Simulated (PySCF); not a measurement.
Ligands exchanged one at a time, Al F-OH. Isolated molecules, 0 K electronic values unless said otherwise. One relaxed conformer stands for each flexible species; it need not be the lowest. Strings in code marks are SMILES.

Quantity: vertical ionisation energy (energy after one electron is removed minus that of the parent at the parent's geometry), in eV.

A: `[OH][Al]([F])[F]` (H–O–Al–F torsion 0°)
B: `[OH][Al]([OH])[OH]`
C: `[OH][Al]([OH])[F]` (H–O–Al–F torsion 180°, F–Al–O–H torsion 0°)

Problem. Order them by vertical ionisation energy (energy after one electron is removed minus that of the parent at the parent's geometry) (lowest first) at the level ωB97X-D3(BJ)/def2-TZVP // PBE0-D3(BJ)/def2-TZVP (PySCF).

Solution. B (11.94 eV), C (12.31 eV), A (13.12 eV)
